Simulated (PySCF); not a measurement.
Spectrum to structure. Level of theory: PySCF 2.14.0, density-fitted response routines, TDDFT PBE0/def2-SVPD, vertical, gas phase, core orbitals frozen in the response. Geometries: GFN2-xTB, one conformer each.

| state | λ (nm) | f |
| --- | --- | --- |
| S1 | 254.5 | 0.065 |
| S2 | 236.0 | 0.047 |
| S3 | 204.0 | 0.0032 |
| S4 | 196.8 | 0.0002 |
| S5 | 191.6 | 0.359 |
| S6 | 186.3 | 0.287 |
| S7 | 184.4 | 0.0004 |
| S8 | 180.5 | 0.296 |

Orbital energies (eV): HOMO-3 -8.60, HOMO-2 -8.42, HOMO-1 -7.11, HOMO -6.58, LUMO -0.91, LUMO+1 0.29, LUMO+2 0.83.

Question: Which structure fits? All have the formula C7H6N2.
A. `C1=CC=C2NN=CC2=C1`
B. `n1cc(c(cn1)C)C#C`
C. `N#CC1=CC=CC=C1N`

Answer: A. Its S1, at 4.87 eV, is the highest among the candidates; the nearest of the others has S1 at 4.32 eV. S1 is HOMO→LUMO (82%). Löwdin shares by element: HOMO carbon 43% or more, nitrogen 19% or more (atoms not listed hold the other 38%); LUMO carbon 47% or more, nitrogen 16% or more (atoms not listed hold the other 37%). At the same level the other candidates give, for their lowest levels:
- `C#Cc1cnncc1C`: 396 nm (f 0.002); 315 nm (f 0.001); 244 nm (f 0.000); 237 nm (f 0.239); 234 nm (f 0.012); T1 2.50 eV; HOMO -6.67, LUMO -2.01 eV
- `N#Cc1ccccc1N`: 287 nm (f 0.088); 228 nm (f 0.053); 210 nm (f 0.012); 202 nm (f 0.085); 202 nm (f 0.490); T1 3.37 eV; HOMO -6.53, LUMO -1.34 eV
Triplets come from the Tamm–Dancoff approximation.
